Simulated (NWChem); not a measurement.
System: ethylene carbonate (C3H4O3); SMILES O1CCOC1=O

The following NWChem deck was run.

```
start job
memory heap 200 mb stack 900 mb global 1100 mb
geometry units angstroms noautoz
  O      0.000000    -0.000000    -2.020618
  C      0.000000    -0.000000    -0.835854
  O      0.100473    -1.099916    -0.058965
  C     -0.116927    -0.754291     1.295114
  C      0.116927     0.754291     1.295114
  O     -0.100473     1.099916    -0.058965
  H      0.583827    -1.310474     1.932068
  H     -1.148621    -1.021290     1.579005
  H     -0.583827     1.310474     1.932069
  H      1.148621     1.021290     1.579005
end
basis spherical
  * library 6-31g*
end
dft
  xc pbe0
  iterations 150
end
tddft
  cis
  nroots 6
  notriplet
end
task tddft energy
```

Output (shortened):

```
             Northwest Computational Chemistry Package (NWChem) 7.3.0
             --------------------------------------------------------

 C2  symmetry detected

                             Geometry "geometry" -> ""
                             -------------------------

 Output coordinates in angstroms (scale by  1.889725989 to convert to a.u.)

  No.       Tag          Charge          X              Y              Z
 ---- ---------------- ---------- -------------- -------------- --------------
    1 O                    8.0000     0.00000000     0.00000000    -2.03018337
    2 C                    6.0000     0.00000000     0.00000000    -0.84541937
    3 O                    8.0000     0.08830849    -1.10095942    -0.06853037
    4 C                    6.0000    -0.12525772    -0.75295241     1.28554863
    5 C                    6.0000     0.12525772     0.75295241     1.28554863
    6 O                    8.0000    -0.08830849     1.10095942    -0.06853037
    7 H                    1.0000     0.56930547    -1.31684751     1.92250313
    8 H                    1.0000    -1.15984007    -1.00853085     1.56943963
    9 H                    1.0000    -0.56930547     1.31684751     1.92250313
   10 H                    1.0000     1.15984007     1.00853085     1.56943963

 Effective nuclear repulsion energy (a.u.)     247.6882609174

      Symmetry information
      --------------------

 Group name             C2
 Group number              4
 Group order               2
 No. of unique centers     6

                                 NWChem DFT Module
                                 -----------------

 Summary of "ao basis" -> "ao basis" (spherical)
 ------------------------------------------------------------------------------
       Tag                 Description            Shells   Functions and Types
 ---------------- ------------------------------  ------  ---------------------
 O                           6-31g*                  6       14   3s2p1d
 C                           6-31g*                  6       14   3s2p1d
 H                           6-31g*                  2        2   2s

      Symmetry analysis of basis
      --------------------------

        a          48
        b          44

            General Information
            -------------------
          SCF calculation type: DFT
          Wavefunction type:  closed shell.
          No. of atoms     :    10
          No. of electrons :    46
           Alpha electrons :    23
            Beta electrons :    23
          Charge           :     0
          Spin multiplicity:     1
          Use of symmetry is: off; symmetry adaption is: on
          Maximum number of iterations: 150
          AO basis - number of functions:    92
                     number of shells:    44
          Convergence on energy requested:  1.00D-06
          Convergence on density requested:  1.00D-05
          Convergence on gradient requested:  5.00D-04

              XC Information
              --------------
                         PBE0 Method XC Functional
                     Hartree-Fock (Exact) Exchange  0.250
          PerdewBurkeErnzerhof Exchange Functional  0.750
            Perdew 1991 LDA Correlation Functional  1.000 local
           PerdewBurkeErnz. Correlation Functional  1.000 non-local

             Grid Information
             ----------------
          Grid used for XC integration:  medium
          Radial quadrature: Mura-Knowles
          Angular quadrature: Lebedev.
          Tag              B.-S. Rad. Rad. Pts. Rad. Cut. Ang. Pts.
          ---              ---------- --------- --------- ---------
          O                   0.60       49          11.0       434
          C                   0.70       49           9.0       434
          H                   0.35       45          10.0       434
          Grid pruning is: on
          Number of quadrature shells:   474
          Spatial weights used:  Erf1

      Superposition of Atomic Density Guess
      -------------------------------------

 Sum of atomic energies:        -339.23674930

      Non-variational initial energy
      ------------------------------

 Total energy =    -342.486854
 1-e energy   =    -955.403311
 2-e energy   =     365.228196
 HOMO         =      -0.326719
 LUMO         =       0.108793

      Symmetry analysis of molecular orbitals - initial
      -------------------------------------------------

  Numbering of irreducible representations:

     1 a           2 b

  Orbital symmetries:

     1 a           2 a           3 b           4 a           5 b
     6 a           7 a           8 a           9 b          10 a
    11 b          12 a          13 b          14 a          15 b
    16 a          17 b          18 a          19 b          20 b
    21 b          22 a          23 a          24 b          25 a
    26 a          27 b          28 b          29 b          30 a
    31 a          32 b          33 a

 !! scf_movecs_sym_adapt:    6 vectors were symmetry contaminated

  Symmetry fudging

   convergence    iter        energy       DeltaE   RMS-Dens  Diis-err
 ---------------- ----- ----------------- --------- --------- ---------
 d= 0,ls=0.0,diis     1   -341.8441396515 -5.90D+02  1.87D-02  1.65D+00

 !! scf_movecs_sym_adapt:    4 vectors were symmetry contaminated

  Symmetry fudging
 d= 0,ls=0.0,diis     2   -341.5498635044  2.94D-01  1.30D-02  5.00D+00

 !! scf_movecs_sym_adapt:    4 vectors were symmetry contaminated

  Symmetry fudging
 d= 0,ls=0.0,diis     3   -342.0143011359 -4.64D-01  2.88D-03  1.39D-01

 !! scf_movecs_sym_adapt:    6 vectors were symmetry contaminated

  Symmetry fudging
 d= 0,ls=0.0,diis     4   -342.0242600900 -9.96D-03  9.82D-04  3.71D-02

 !! scf_movecs_sym_adapt:    4 vectors were symmetry contaminated

  Symmetry fudging
 d= 0,ls=0.0,diis     5   -342.0275820346 -3.32D-03  2.14D-04  9.23D-04
  Resetting Diis
 d= 0,ls=0.0,diis     6   -342.0276675279 -8.55D-05  4.17D-05  2.36D-05
 d= 0,ls=0.0,diis     7   -342.0276702856 -2.76D-06  1.31D-05  7.08D-07
 d= 0,ls=0.0,diis     8   -342.0276701910  9.46D-08  7.63D-06  1.84D-06

         Total DFT energy =     -342.027670190961
      One electron energy =     -957.861322758791
           Coulomb energy =      411.383444128389
    Exchange-Corr. energy =      -43.238052477963
 Nuclear repulsion energy =      247.688260917404

 Numeric. integr. density =       45.999959128108

                  Occupations of the irreducible representations
                  ----------------------------------------------

                     irrep           alpha         beta
                     --------     --------     --------
                     a                13.0         13.0
                     b                10.0         10.0

                       DFT Final Molecular Orbital Analysis
                       ------------------------------------

[...]

                                NWChem TDDFT Module
                                -------------------

            General Information
            -------------------
           No. of orbitals :     184
            Alpha orbitals :      92
             Beta orbitals :      92
        Alpha frozen cores :       0
         Beta frozen cores :       0
     Alpha frozen virtuals :       0
      Beta frozen virtuals :       0
         Spin multiplicity :       1
    Number of AO functions :      92
        Use of symmetry is : off
      Symmetry adaption is : on
         Schwarz screening :  0.10D-07

              XC Information
              --------------
                  PBE0 Method XC Functional
              Hartree-Fock (Exact) Exchange   0.25
   PerdewBurkeErnzerhof Exchange Functional   0.75
     Perdew 1991 LDA Correlation Functional   1.00 local
    PerdewBurkeErnz. Correlation Functional   1.00 non-local

             TDDFT Information
             -----------------
          Calculation type : Tamm-Dancoff TDDFT
         Wavefunction type : Restricted singlets
          No. of electrons :      46
           Alpha electrons :      23
            Beta electrons :      23
              No. of roots :       6
          Max subspacesize :    5200
            Max iterations :     100
               Target root :       1
           Target symmetry : none
      Symmetry restriction : off
                 Algorithm : Optimal
        Davidson threshold :  0.10D-03

    6 smallest eigenvalue differences (eV)
--------------------------------------------------------
  No. Spin  Occ  Vir  Irrep   E(Occ)    E(Vir)   E(Diff)
--------------------------------------------------------
    1    1   23   24 a        -0.308     0.049     9.707
    2    1   22   24 a        -0.323     0.049    10.121
    3    1   21   24 b        -0.325     0.049    10.167
    4    1   23   25 b        -0.308     0.076    10.445
    5    1   22   25 b        -0.323     0.076    10.859
    6    1   21   25 a        -0.325     0.076    10.906
--------------------------------------------------------

  Entering Davidson iterations
  Restricted singlet excited states

  Iter   NTrls   NConv    DeltaV     DeltaE      Time
  ----  ------  ------  ---------  ---------  ---------
    1      6       0     0.30E+00   0.10+100        7.4
    2     12       0     0.46E-01   0.42E-01        8.6
    3     18       0     0.78E-01   0.30E-01        9.5
    4     24       0     0.34E-01   0.11E-01        9.7
    5     30       1     0.14E-01   0.21E-02       10.0
    6     35       3     0.39E-02   0.32E-03        8.1
    7     38       5     0.16E-02   0.48E-04        5.2
    8     39       5     0.81E-03   0.75E-05        5.6
    9     40       5     0.23E-03   0.11E-05        6.4
   10     41       6     0.82E-04   0.87E-07        6.5
  ----  ------  ------  ---------  ---------  ---------
  Convergence criterion met

  Ground state a        -342.027670190961 a.u.

  ----------------------------------------------------------------------------
  Root   1 singlet a              0.264375229 a.u.                7.1940 eV
  ----------------------------------------------------------------------------
     Transition Moments    X  0.00000   Y  0.00000   Z -0.02859
     Dipole Oscillator Strength                    0.0001440690
     Electric Quadrupole                           0.0000000058
     Magnetic Dipole                               0.0000014007
     Total Oscillator Strength                     0.0001454755

     Occ.   22  b   ---  Virt.   24  b       -0.24774
     Occ.   23  b   ---  Virt.   24  b        0.96450
     Occ.   23  b   ---  Virt.   27  b       -0.05353
  ----------------------------------------------------------------------------
  Root   2 singlet b              0.324768318 a.u.                8.8374 eV
  ----------------------------------------------------------------------------
     Transition Moments    X -0.17423   Y -0.44329   Z -0.00000
     Dipole Oscillator Strength                    0.0491183389
     Electric Quadrupole                           0.0000001287
     Magnetic Dipole                               0.0000036008
     Total Oscillator Strength                     0.0491220684

     Occ.   19  b   ---  Virt.   25  a        0.09600
     Occ.   19  b   ---  Virt.   31  a       -0.05102
     Occ.   20  a   ---  Virt.   24  b       -0.05588
     Occ.   21  a   ---  Virt.   24  b        0.96875
     Occ.   21  a   ---  Virt.   29  b       -0.05298
     Occ.   22  b   ---  Virt.   25  a       -0.06939
     Occ.   23  b   ---  Virt.   25  a       -0.09691
     Occ.   23  b   ---  Virt.   31  a       -0.06673
  ----------------------------------------------------------------------------
  Root   3 singlet b              0.335317651 a.u.                9.1245 eV
  ----------------------------------------------------------------------------
     Transition Moments    X -0.11006   Y  0.00350   Z -0.00000
     Dipole Oscillator Strength                    0.0027108038
     Electric Quadrupole                           0.0000000714
     Magnetic Dipole                               0.0000021024
     Total Oscillator Strength                     0.0027129776

     Occ.   21  a   ---  Virt.   24  b       -0.10290
     Occ.   22  b   ---  Virt.   25  a       -0.24188
     Occ.   22  b   ---  Virt.   26  a        0.07234
     Occ.   23  b   ---  Virt.   25  a       -0.91853
     Occ.   23  b   ---  Virt.   26  a        0.26543
     Occ.   23  b   ---  Virt.   31  a        0.05060
  ----------------------------------------------------------------------------
  Root   4 singlet a              0.335437816 a.u.                9.1277 eV
  ----------------------------------------------------------------------------
     Transition Moments    X -0.00000   Y -0.00000   Z -0.01794
     Dipole Oscillator Strength                    0.0000719910
     Electric Quadrupole                           0.0000001822
     Magnetic Dipole                               0.0000000428
     Total Oscillator Strength                     0.0000722159

     Occ.   21  a   ---  Virt.   25  a       -0.95975
     Occ.   21  a   ---  Virt.   26  a        0.26118
     Occ.   22  b   ---  Virt.   29  b        0.05055
  ----------------------------------------------------------------------------
  Root   5 singlet b              0.346546988 a.u.                9.4300 eV
  ----------------------------------------------------------------------------
     Transition Moments    X -0.12944   Y  0.16932   Z  0.00000
     Dipole Oscillator Strength                    0.0104942289
     Electric Quadrupole                           0.0000000081
     Magnetic Dipole                               0.0000007994
     Total Oscillator Strength                     0.0104950364

     Occ.   21  a   ---  Virt.   29  b        0.06287
     Occ.   22  b   ---  Virt.   25  a       -0.91988
     Occ.   22  b   ---  Virt.   26  a        0.26114
     Occ.   23  b   ---  Virt.   25  a        0.25105
     Occ.   23  b   ---  Virt.   26  a       -0.07457
  ----------------------------------------------------------------------------
  Root   6 singlet a              0.350459874 a.u.                9.5365 eV
  ----------------------------------------------------------------------------
     Transition Moments    X -0.00000   Y  0.00000   Z -0.95094
     Dipole Oscillator Strength                    0.2112754219
     Electric Quadrupole                           0.0000010170
     Magnetic Dipole                               0.0000004249
     Total Oscillator Strength                     0.2112768639

     Occ.   17  b   ---  Virt.   24  b       -0.08479
     Occ.   19  b   ---  Virt.   24  b       -0.15873
     Occ.   21  a   ---  Virt.   26  a       -0.11410
     Occ.   22  b   ---  Virt.   24  b        0.84879
     Occ.   22  b   ---  Virt.   27  b        0.07364
     Occ.   23  b   ---  Virt.   24  b        0.21668
     Occ.   23  b   ---  Virt.   27  b       -0.17769
     Occ.   23  b   ---  Virt.   29  b       -0.30911
     Occ.   23  b   ---  Virt.   32  b        0.06110
     Occ.   23  b   ---  Virt.   34  b       -0.14815

              Target root =      1
          Target symmetry = none
      Ground state energy =   -342.027670190961
        Excitation energy =      0.264375228650
     Excited state energy =   -341.763294962311

  stored tddft:energy   -341.76329496231108
```

Level: PBE0/6-31G* (spherical d), TDA. Geometry: optimised at PBE0/def2-SVP.
